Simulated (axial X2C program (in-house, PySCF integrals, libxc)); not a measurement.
# Potential curves of PtSi, two-component

All values were computed with an in-house relativistic program for diatomic molecules. Two-component (2c) means X2C with spin–orbit coupling and atomic mean-field two-electron Coulomb and Gaunt terms. Basis: Pt dyall-cv3z [13s14p9d6f4g], Si dyall-v3z [8s7p2d1f] (cores contracted in-house); Gaussian nuclei, density fitting, unrestricted open shells. Masses: Pt 194.965 u, Si 27.977 u.

State: Ω = 0 (closed shell). Energies in cm⁻¹ from the fragments at the same level (Pt + Si). Fits are polynomials in 1 − R0/R over 0.85 to 1.23 times the lowest point R0.

```
 R (Å)    CCSD      HF    PBE0     M06
1.8087             773  -27129  -23951
1.8919  -32258   -6039  -34037  -31152
1.9543  -35223   -8939  -36959  -34357
2.0166  -36706  -10422  -38433  -36154
2.0790  -37051  -10825  -38794  -36867
2.1518  -36365  -10277  -38167  -36671
2.2245  -34816   -8944  -36723  -35660
2.3181  -31961   -6468  -34056  -33538
2.4324           -2804  -30081  -30181
2.5988            2870  -23744  -24643
```

Correlated methods: 14 electrons correlated (number of frozen shells: Pt 5 s, 4 p, 2 d, 1 f; Si 2 s, 1 p), 262 virtual spin orbitals or spinors in MP2, 90 natural virtuals in coupled cluster.

The state is a single determinant with fixed occupations, the lowest that a limited PBE0 search found. Closed shells are restricted here (equal orbitals for both partners); the stretched side of such a curve lies too high. Dissociation energies refer to the lowest single-determinant-based atoms at the same level and basis. CCSD ran in a truncated set of natural virtual spinors with an MP2 remainder; without triples it tends to underbind. The 2c atoms are single determinants rather than J levels; their spin–orbit lowering is only partly caught, and De is too large by that part. This holds for CCSD, PBE0, M06. The functionals have no current-density term, which raises determinants with orbital currents, atoms included. The T1 diagnostic is large, a sign of multireference character. Coupled cluster ran on the points near the minimum only. MP2 and coupled cluster on one determinant become unreliable at the stretched end.

What are Re, ωe and De at the CCSD level?

At CCSD, 2c: Re = 2.070 Å, ωe ≈ 566 cm⁻¹, De = 4.60 eV to Pt + Si; Be follows as 0.161 cm⁻¹.

Fit the HF curve near its minimum: give the equilibrium distance, the harmonic wavenumber and the well depth.

At HF, 2c: Re = 2.076 Å, ωe ≈ 541 cm⁻¹, De = 1.34 eV to Pt + Si; Be follows as 0.16 cm⁻¹.

Fit the PBE0 curve near its minimum: give the equilibrium distance, the harmonic wavenumber and the well depth.

At PBE0, 2c: Re = 2.072 Å, ωe ≈ 554 cm⁻¹, De = 4.81 eV to Pt + Si; Be follows as 0.161 cm⁻¹.

What are Re, ωe and De at the M06 level?

At M06, 2c: Re = 2.100 Å, ωe ≈ 515 cm⁻¹, De = 4.58 eV to Pt + Si; Be follows as 0.156 cm⁻¹.
